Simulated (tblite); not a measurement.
Question: What does the GFN2-xTB structure of `O=S(=O)(C1=CC=C[SiH2]1)C(F)(F)F` look like in three dimensions?

Answer: 
Z-matrix in Å and degrees, rows numbered from 1:
```
O 
S   1  1.4296
O   2  1.4287  1  119.77
C   2  1.7392  1  110.09  3   133.46
C   4  1.3364  2  122.68  1  -159.42
C   5  1.4554  4  114.69  2  -178.90
C   6  1.3417  5  116.02  4    -0.22
Si  4  1.8890  2  125.40  1    21.73
C   2  1.8970  1  105.72  3  -119.20
F   9  1.3237  2  113.10  1    64.83
F   9  1.3362  2  109.42  1  -173.77
F   9  1.3381  2  109.49  1   -56.51
H   5  1.0794  4  123.75  2     1.42
H   6  1.0797  5  119.50  4   179.85
H   7  1.0769  6  121.53  5  -179.86
H   8  1.4591  4  111.57  2    65.15
H   8  1.4577  4  111.80  2   -67.03
```

Of the pairs four or more bonds apart, Si8···F12 is among the closest relative to their van der Waals radii: 3.56 Å, 100 % of the sum of Bondi's values. The C–S distances run from 1.739 Å (S2–C4, drawn single) to 1.897 Å (S2–C9, drawn single), a spread of 0.158 Å. The 5-membered ring C4–C5–C6–C7–Si8 has internal angles of 86.8° to 116.0° (sum 540°, against 540° for a flat polygon); it is planar, 0.00 Å rms from its mean plane, widest ring torsion 0°. S2 (sulfonyl sulfur) is distorted tetrahedral (angles from 100.2° to 119.8°).

Structure optimised with GFN2-xTB, isolated species.

Point group: C1 (no symmetry element, even within 0.4 Å). Its GFN2-xTB frequencies are all real (lowest 26 cm⁻¹). One conformer, not necessarily the lowest (O1–S2–C4–C5 -159°).

The numbers are calculated, not measured.
